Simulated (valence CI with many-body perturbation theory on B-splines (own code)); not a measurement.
Questions on Ce51+

Method: valence CI with perturbative core correlation (CI+MBPT): five valence electrons over a frozen Dirac-Fock core [He], radial functions for each j: 9 s, 9 p, 8 d, 6 f, 3 g, 1 h, with the one-electron correlation potential Σ1 (screened to all orders), the two-electron term Σ2, the three-electron term Σ3, Breit, model QED; selected single and double excitations, second order for the rest (own B-spline code, finite nucleus).

The last digits are not significant, and no measured levels were compared; by estimate large intervals hold to a few tenths of a per cent, small ones and those within an open d or f shell to about a per cent. Among the levels kept, up to 1200 cm⁻¹ of a level comes from second order outside the variational space, and about a tenth of that is noise between levels of different J, which matters for small intervals.

Levels are named by their leading jj configuration (3d3/2^4 stands for four electrons in 3d with j = 3/2), which in mixed levels can hold well under half, so a name can repeat and another be missing.

Rates and lifetimes use the calculated energies. Strong lines usually hold to 10 to 20 %, long lifetimes can be off by a factor of two.

Question: What is the ground level?

Answer: (2s^2 2p1/2^2 2p3/2) J=3/2, composition 47 % 2s2 2p3 2P° + 26 % 2s2 2p3 2D° + 26 % 2s2 2p3 4S°, g = 1.346.

Question: What are the static dipole polarisabilities of the lowest levels?

Answer: (2s^2 2p1/2^2 2p3/2) J=3/2 0.000258 (tensor 5.1e-05) bohr³, of which the core gives 6.70e-07.

Question: Where does the other parity begin?

Answer: At (2s 2p1/2^2 2p3/2^2) J=5/2, 689.7 eV.

Question: What is the ionisation energy?

Answer: 9802.6 eV; NIST lists 9803 ± 4 eV (theoretical).

Question: How well does LS coupling describe the low levels?

Answer: Among the lowest 20 levels the leading LS term, summed over configurations, holds 62 % on average. For single configurations the figures are 62 % in LS and 99 % in jj coupling. Terms mix most in the J = 3/2 level at 5541.6 eV, where the leading one holds 33 %.

Question: Name the longest-lived excited levels whose lifetime is computed, and their main decay.

Answer: (2s^2 2p1/2 2p3/2^2) J=5/2 at 469.8 eV lives 6.51 ns, mostly by M1 to (2s^2 2p1/2^2 2p3/2) J=3/2; (2s^2 2p1/2 2p3/2^2) J=1/2 at 504.8 eV lives 1.78 ns, mostly by M1 to (2s^2 2p1/2^2 2p3/2) J=3/2; (2s^2 2p1/2 2p3/2^2) J=3/2 at 448.7 eV lives 1.11 ns, mostly by M1 to (2s^2 2p1/2^2 2p3/2) J=3/2.

Question: Among levels below 6342.0 eV, which E1 lines absorb most strongly from the ground level?

Answer: to (2s^2 2p1/2^2 3d5/2) J=5/2 at 0.2192 nm, f = 0.534; to (2s^2 2p1/2 2p3/2 3d3/2) J=5/2 at 0.2033 nm, f = 0.363; to (2s 2p1/2^2 2p3/2 3p1/2) J=5/2 at 0.2044 nm, f = 0.322.
